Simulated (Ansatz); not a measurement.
One change: `C[O][Al]([CH3])[OH]` becomes `[CH3][Al]([OH])[F]`.

Ansatz, PBE0-D4/def2-TZVP geometries, multiplicity 1. Each molecule was computed in one conformer, which needn't be the lowest.

```tsv
property	`C[O][Al]([CH3])[OH]`
HOMO–LUMO gap (PBE/def2-TZVPP) / eV	5.62
HOMO energy (PBE/def2-TZVPP) / eV	-6.42
LUMO energy (ωB97M-V/def2-TZVPP) / eV	1.49
HOMO energy (B3LYP/def2-TZVPP) / eV	-7.73
LUMO energy (B3LYP/def2-TZVPP) / eV	-0.28
LUMO energy (PBE/def2-TZVPP) / eV	-0.79
```

(1) Give the same properties after the change, and the shifts. (An estimate is asked.)

Results:

(1) Ansatz gave: 
```csv
property,`[CH3][Al]([OH])[F]`,shift
HOMO–LUMO gap (PBE/def2-TZVPP) / eV,6.45,0.83
HOMO energy (PBE/def2-TZVPP) / eV,-7.54,-1.12
LUMO energy (ωB97M-V/def2-TZVPP) / eV,1.25,-0.24
HOMO energy (B3LYP/def2-TZVPP) / eV,-8.70,-0.97
LUMO energy (B3LYP/def2-TZVPP) / eV,-0.59,-0.31
LUMO energy (PBE/def2-TZVPP) / eV,-1.08,-0.29
```

With PBE0 the HOMO falls by 0.98 eV and the LUMO falls by 0.28 eV, so the gap widens by about 0.70 eV. PBE moves the HOMO by -1.12 eV and ωB97M-V by -0.92 eV.

B3LYP here is the variant with VWN-RPA as its local correlation; programs differ in this.
